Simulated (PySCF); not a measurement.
# Excitation energy of Mo⁺ by level of theory

Mo⁺ [Kr] 4d5 (6S) → Mo⁺ [Kr] 4d4 5s1 (6D), as a difference of total energies. Computed with PySCF 2.14 in aug-cc-pwCVTZ-PP with ECP28MDF (8s8p7d4f3g, 122 functions), with a scalar-relativistic core potential. Correlated levels: valence: 4s2 4p6 frozen; valence and next inner shell: nothing frozen outside the core potential. The calculations carry no spin-orbit coupling.

```
                                method  excitation energy (cm⁻¹)
                                   UHF                     11410
                                   LDA                     10784
                                   PBE                     11182
                                r2SCAN                     10520
                               wB97X-V                     12572
                                  TPSS                     10986
                               LC-wPBE                     13388
                     SCS-MP2 (valence)                     11960
    MP2 (valence and next inner shell)                     12493
SCS-MP2 (valence and next inner shell)                     11908
```

Q: Estimate what MP2 (valence) gives.

A: 13059 cm⁻¹, closest to LC-wPBE among the rows shown.

Q: Estimate what PBE0 gives.

A: 12282 cm⁻¹, closest to MP2 (valence and next inner shell) among the rows shown.

Errors of the correlated levels include the incompleteness of this basis and the frozen core.

For comparison: 12801 cm⁻¹ (measured; NIST levels, between the centres of gravity of the two terms).
